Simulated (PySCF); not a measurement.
Ru⁺ (ruthenium, charge +1) across methods

[Kr] 4d6 5p1, one real determinant (an excited configuration). All numbers are calculated (PySCF 2.14, a scalar-relativistic core potential, in aug-cc-pwCVDZ-PP with ECP28MDF (6s6p5d3f, 70 functions)).

| method | E (hartree) | mean ε 4d α (eV) | mean ε 4d β (eV) | mean ε 5p α (eV) | Σ⟨r²⟩ (bohr²) | ⟨S²⟩ |
| --- | --- | --- | --- | --- | --- | --- |
| wB97M-V | -93.9219 | -21.812 | -19.174 | -10.584 | 43.20 | 8.751 |
| r2SCAN0 | -94.0116 | -19.767 | -16.642 | -9.105 | 42.83 | 8.752 |
| UHF | -93.41054 | -24.339 | -20.462 | -10.308 | 43.95 | 8.753 |
| CAM-B3LYP | -93.9560 | -20.775 | -18.192 | -9.912 | 43.09 | 8.752 |
| M06-2X | -93.8992 | -21.203 | -18.602 | -9.720 | 42.90 | 8.753 |
| r2SCAN | -94.0402 | -17.997 | -15.022 | -8.575 | 42.72 | 8.752 |
| PBE | -94.0096 | -17.570 | -15.043 | -8.469 | 43.00 | 8.751 |
| PBE0 | -94.0003 | -19.433 | -16.639 | -9.030 | 43.02 | 8.751 |

(1) Estimate the same row for LDA.

⟨L²⟩ = 8.04 against 12 for a pure F term, so this real determinant mixes terms. Energies and moments cover only the electrons outside the core potential.

Answers

(1) E (hartree) = -93.7833; mean ε 4d α (eV) = -17.691; mean ε 4d β (eV) = -15.030; mean ε 5p α (eV) = -8.591; Σ⟨r²⟩ (bohr²) = 42.94; ⟨S²⟩ = 8.751.
